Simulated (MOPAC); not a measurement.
Input file for MOPAC: PM3 on FGeI (SMILES [F][Ge][I]), a point of a bond scan (R = 2.381 Å).

```
PM3 1SCF PRECISE CHARGE=0 THREADS=1
FGeI

Ge     0.58880677 1     0.82647042 1     1.02097454 1
F      1.23039377 1     2.50383647 1    -0.54194637 1
I     -0.53619480 1    -0.85033448 1    -0.59321667 1
```

Output:

```
*******************************************************************************
 **                                                                           **
 **                              MOPAC v23.2.5                                **
 **                                                                           **
 *******************************************************************************
 ** MOPAC's Digital Object Identifier: https://doi.org/10.5281/zenodo.6511958 **
 **                                                                           **
 ** Please cite the open-source release paper for use of this MOPAC version:  **
 ** J. E. Moussa and J. J. P. Stewart (2026)                                  **
 ** MOPAC: An open-source semiempirical molecular orbital program             **
 ** J. Open Source Softw., 11(119), 8025, https://doi.org/10.21105/joss.08025 **
 *******************************************************************************

                              PM3 CALCULATION RESULTS

 *******************************************************************************
 *  PM3        - The PM3 Hamiltonian to be used
 *
 *
 *
 *                 CHARGE ON SYSTEM = 0
 *
 *
 *
 *  PRECISE    - TIGHTER CRITERIA TO BE USED
 *  1SCF       - DO 1 SCF AND THEN STOP
 *  THREADS=1  - MULTI-THREADING NOT USED
 *  T=         - A TIME OF 172800.0 SECONDS REQUESTED
 *  DUMP=N     - RESTART FILE WRITTEN EVERY 7200.0 SECONDS REQUESTED
 *******************************************************************************
PM3 1SCF PRECISE CHARGE=0 THREADS=1
 FGeI

   ATOM   CHEMICAL          X               Y               Z
  NUMBER   SYMBOL      (ANGSTROMS)     (ANGSTROMS)     (ANGSTROMS)

     1      Ge          0.58880677  *   0.82647042  *   1.02097454  *
     2       F          1.23039377  *   2.50383647  *  -0.54194637  *
     3       I         -0.53619480  *  -0.85033448  *  -0.59321667  *



          CARTESIAN COORDINATES

    NO.       ATOM           X           Y           Z

     1        Ge          0.5888      0.8265      1.0210
     2         F          1.2304      2.5038     -0.5419
     3         I         -0.5362     -0.8503     -0.5932

  F: (PM3): J. J. P. STEWART, J. COMP. CHEM. 10, 209 (1989).
 Ge: (PM3): J. J. P. STEWART, J. COMP. CHEM. 12, 320-341 (1991).
  I: (PM3): J. J. P. STEWART, J. COMP. CHEM. 10, 209 (1989).

           Empirical Formula: Ge F I  =     3 atoms



      MOLECULAR POINT GROUP   :   Cs


      RHF CALCULATION, NO. OF DOUBLY OCCUPIED LEVELS = 9


 -------------------------------------------------------------------------------
 PM3 1SCF PRECISE CHARGE=0 THREADS=1
 FGeI



     1SCF WAS SPECIFIED, SO BFGS WAS NOT USED
     SCF FIELD WAS ACHIEVED


                              PM3 CALCULATION
                                                       MOPAC v23.2.5 Linux




          FINAL HEAT OF FORMATION =        -15.09079 KCAL/MOL =     -63.13986 KJ/MOL


          COSMO AREA              =        122.41 SQUARE ANGSTROMS
          COSMO VOLUME            =        113.43 CUBIC ANGSTROMS

          IONIZATION POTENTIAL    =          9.359271 EV
          HOMO LUMO ENERGIES (EV) =         -9.359 -2.199
          NO. OF FILLED LEVELS    =          9
          MOLECULAR WEIGHT        =        218.4929         POINT GROUP:  Cs

          MOLECULAR DIMENSIONS (Angstroms)

            Atom       Atom       Distance
            I     3    F     2     3.79130
            F     2   Ge     1     1.60125
            I     3   Ge     1     0.00000


          SCF CALCULATIONS        =          1





   ATOM   CHEMICAL          X               Y               Z
  NUMBER   SYMBOL      (ANGSTROMS)     (ANGSTROMS)     (ANGSTROMS)

     1      Ge          0.58880677  *   0.82647042  *   1.02097454  *
     2       F          1.23039377  *   2.50383647  *  -0.54194637  *
     3       I         -0.53619480  *  -0.85033448  *  -0.59321667  *

                             CARTESIAN COORDINATES

   1   Ge        0.588806770     0.826470420     1.020974540
   2    F        1.230393770     2.503836470    -0.541946370
   3    I       -0.536194800    -0.850334480    -0.593216670


           Empirical Formula: Ge F I  =     3 atoms



      MOLECULAR POINT GROUP   :   Cs


                  EIGENVALUES
 -17.64819 -16.04105 -12.42997 -12.31257 -11.95896 -11.36807 -10.91501 -10.75989
  -9.35927  -2.19914  -1.76462  -0.77143


              NET ATOMIC CHARGES AND DIPOLE CONTRIBUTIONS

  ATOM NO.   TYPE          CHARGE      No. of ELECS.   s-Pop       p-Pop
    1         Ge           1.115273        2.8847     1.96260     0.92213
    2          F          -0.531911        7.5319     1.90785     5.62406
    3          I          -0.583363        7.5834     1.83844     5.74492
 DIPOLE           X         Y         Z       TOTAL
 POINT-CHG.     1.513     0.413     8.516     8.659
 HYBRID        -0.165     0.028    -1.176     1.188
 SUM            1.348     0.440     7.340     7.476


          ATOMIC ORBITAL ELECTRON POPULATIONS

     Atom    s        px        py        pz
    1 Ge   1.96260   0.13399   0.34634   0.44180
    2  F   1.90785   1.95281   1.81718   1.85407
    3  I   1.83844   1.93618   1.89184   1.91690

 **********************
 *                    *
 * JOB ENDED NORMALLY *
 *                    *
 **********************




 == MOPAC DONE ==
```

The run finished.

Cost: very roughly 0.04 core-seconds.
